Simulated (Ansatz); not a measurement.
Geometry optimisation, UKS PBE/def2-SVP in Ansatz.

Input file:

```yaml
crystal:
  periodic: [false, false, false]
  atoms:
    - { symbol: Ta, position_ang: [-0.095227, -0.064682, -0.131128] }
    - { symbol: Cl, position_ang: [2.14049, -0.6121, -0.97083] }
    - { symbol: O, position_ang: [0.719383, -0.191628, 1.57143] }
    - { symbol: H, position_ang: [1.53079, -0.148035, 2.12757] }
    - { symbol: F, position_ang: [-0.368157, 0.436328, -1.943461] }
    - { symbol: F, position_ang: [-1.015178, 1.509933, 0.359634] }
    - { symbol: O, position_ang: [-1.248443, -1.554458, -0.109377] }
    - { symbol: H, position_ang: [-1.40695, -2.211548, 0.593825] }
    - { symbol: O, position_ang: [3.773442, -0.088201, 1.234407] }
    - { symbol: H, position_ang: [4.36095, -0.751609, 0.753529] }
magnetization:
  spin_polarized: true
  initial_magnetization: 1
basis:
  gaussian: { orbitals: def2-SVP }
hamiltonian:
  xc: pbe
relax:
  f_tol: 0.03
  max_steps: 50
```

Command:

```bash
$ ansatz run input.yaml --threads 4 --pin off --max-ram 5120MiB --backend cpu --events-out ev --progress --plain --runs-dir out
```

Problem. Where does it end, and by what steps?

Solution. The forces met the threshold. After 20 steps the energy has fallen by 0.895 eV; H4 moved furthest, 1.27 Å. Parted: O3–H4 (0.98 → 1.52 Å). Joined: H4–O9 (2.41 → 1.04 Å).

| step | energy less start (eV) | largest force component (eV/Å) | accepted |
| --- | --- | --- | --- |
| 0 | 0.0000 | 0.672 | yes |
| 1 | -0.1295 | 0.471 | yes |
| 2 | -0.2610 | 0.470 | yes |
| 3 | -0.3841 | 0.352 | yes |
| 4 | -0.4554 | 0.711 | yes |
| 5 | -0.4830 | 0.385 | yes |
| 6 | -0.5110 | 0.232 | yes |
| 7 | -0.5378 | 0.728 | yes |
| 8 | -0.5864 | 0.442 | yes |
| 9 | -0.6179 | 1.335 | yes |
| 10 | -0.7685 | 0.710 | yes |
| 11 | -0.8059 | 0.877 | yes |
| 12 | -0.8460 | 0.243 | yes |
| 13 | -0.8705 | 0.340 | yes |
| 14 | -0.8840 | 0.241 | yes |
| 15 | -0.8885 | 0.428 | yes |
| 16 | -0.8325 | 1.863 | no |
| 17 | -0.8878 | 0.262 | no |
| 18 | -0.8942 | 0.039 | yes |
| 19 | -0.8943 | 0.085 | yes |
| 20 | -0.8952 | 0.029 | yes |

```xyz
10
Properties=species:S:1:pos:R:3
Ta -0.195 0.133 0.010
Cl 1.968 -1.270 -0.817
O 0.905 0.469 1.366
H 2.377 0.136 1.219
F 0.193 1.084 -1.591
F -1.720 1.145 0.472
O -1.000 -1.600 0.045
H -0.809 -2.448 0.480
O 3.300 -0.236 0.910
H 3.372 -1.090 1.390
```

Whether the end is a true minimum wasn't checked by a vibrational analysis.

Time of the run: 85 s on 4 threads of Arm Neoverse V1, on a shared host, peak memory 0.27 GiB.
